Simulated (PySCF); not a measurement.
FRb, singlet, geometry from GFN2-xTB (such geometries of metal compounds can be far from the true shape) (all electrons, no relativity) (in this run its highest filled SCF level lies above zero, so its values depend strongly on the basis, on diffuse functions most of all), with bond 1-2 at 1.6 times its length; PySCF with SVWN5/STO-3G.

The PySCF input:
```python
from pyscf import gto, scf, dft

mol = gto.Mole()
mol.atom = '''
    Rb    0.000000    0.000000   -1.750700
    F     0.000000    0.000000    1.769833
'''
mol.basis = 'sto-3g'
mol.charge = 0
mol.spin = 0
mol.verbose = 4
mol.build()

mf = dft.RKS(mol)
mf.xc = 'lda,vwn'
mf = mf.newton()
mf.kernel()
```

It wrote (shortened):

```
PySCF version 2.14.0

[INPUT] verbose = 4
[INPUT] num. atoms = 2
[INPUT] num. electrons = 46
[INPUT] charge = 0
[INPUT] spin (= nelec alpha-beta = 2S) = 0
[INPUT] symmetry False subgroup None
[INPUT] Mole.unit = angstrom
[INPUT] Symbol           X                Y                Z      unit          X                Y                Z       unit  Magmom
[INPUT]  1 Rb     0.000000000000   0.000000000000  -1.750700000000 AA    0.000000000000   0.000000000000  -3.308343526276 Bohr   0.0
[INPUT]  2 F      0.000000000000   0.000000000000   1.769833000000 AA    0.000000000000   0.000000000000   3.344499656217 Bohr   0.0

nuclear repulsion = 50.053787661232
number of shells = 13
number of NR pGTOs = 81
number of NR cGTOs = 27
basis = sto-3g
ecp = {}

******** <class 'pyscf.soscf.newton_ah.SecondOrderRKS'> ********
method = SecondOrderRKS
initial guess = minao
damping factor = 0
level_shift factor = 0
DIIS = <class 'pyscf.scf.diis.CDIIS'>
diis_start_cycle = 1
diis_space = 8
diis_damp = 0
SCF conv_tol = 1e-09
SCF conv_tol_grad = None
SCF max_cycles = 50
direct_scf = True
direct_scf_tol = 1e-13
XC library pyscf.dft.libxc version 7.1.2
    S. Lehtola, C. Steigemann, M. J. T. Oliveira, and M. A. L. Marques,  SoftwareX 7, 1–5 (2018)
XC functionals = lda,vwn
    P. A. M. Dirac,  Math. Proc. Cambridge Philos. Soc. 26, 376 (1930)
    F. Bloch,  Z. Phys. 57, 545 (1929)
    S. H. Vosko, L. Wilk, and M. Nusair,  Can. J. Phys. 58, 1200 (1980)
radial grids:
    Treutler-Ahlrichs [JCP 102, 346 (1995); DOI:10.1063/1.469408] (M4) radial grids

becke partition: Becke, JCP 88, 2547 (1988); DOI:10.1063/1.454033
pruning grids: <function nwchem_prune>
grids dens level: 3
symmetrized grids: False
atomic radii adjust function: <function treutler_atomic_radii_adjust>
small_rho_cutoff = 0
******** <class 'pyscf.dft.rks.RKS'> Newton solver flags ********
SCF tol = 1e-09
conv_tol_grad = None
max. SCF cycles = 50
direct_scf = True
direct_scf_tol = 1e-13
max_cycle_inner = 12
max_stepsize = 0.05
ah_start_tol = 1e+09
ah_level_shift = 0
ah_conv_tol = 1e-12
ah_lindep = 1e-14
ah_start_cycle = 1
ah_max_cycle = 40
ah_grad_trust_region = 2.5
kf_interval = 4
kf_trust_region = 5
canonicalization = True
Set conv_tol_grad to 3.16228e-05
Initial guess from minao.
tot grids = 36176
  HOMO = -0.411155679825175  LUMO = -0.142498653764492  gap/eV = 7.31053
Initial guess E= -3002.43095286132  |g|= 0.235528
macro= 0  E= -3002.47096177977  delta_E= -0.0400089  |g|= 0.235528  1 KF 5 JK
macro= 1  E= -3002.61116251839  delta_E= -0.140201  |g|= 0.823311  2 KF 14 JK
macro= 2  E= -3002.6596192266  delta_E= -0.0484567  |g|= 0.0303683  3 KF 9 JK
macro= 3  E= -3002.65969212393  delta_E= -7.28973e-05  |g|= 0.000225473  2 KF 8 JK
macro= 4  E= -3002.65969212393  delta_E= -1.81899e-12  |g|= 7.57579e-06  1 KF 2 JK
Canonicalize SCF orbitals
macro X = 5  E=-3002.65969212393  |g|= 7.57579e-06  total 10 KF 44 JK

WARN: HOMO 0.11543396450227207 > LUMO 0.08963442209439933 was found in the canonicalized orbitals.

converged SCF energy = -3002.65969212393
```
